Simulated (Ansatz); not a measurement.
All numbers were calculated with Ansatz.

A structure relaxed at PBE0-D4/def2-TZVP, charge 0, multiplicity 1:

Cartesian coordinates in Å:
```
Si -0.696 0.837 0.599
Si 0.734 -0.707 -0.412
Cl 0.054 -2.608 -0.038
Br 0.743 -0.338 -2.601
H -0.202 2.210 0.319
H -2.054 0.656 0.028
H -0.723 0.601 2.066
H 2.144 -0.651 0.039
```

(1) Give its formula and SMILES.

(2) Summarise the bond lengths by kind.

Answers

(1) BrClH4Si2, `[SiH3][SiH](Cl)Br`.

(2) 1 × Si–Si 2.335 Å; 4 × H–Si 1.481 to 1.486 Å; 1 × Cl–Si 2.053 Å; 1 × Br–Si 2.220 Å.
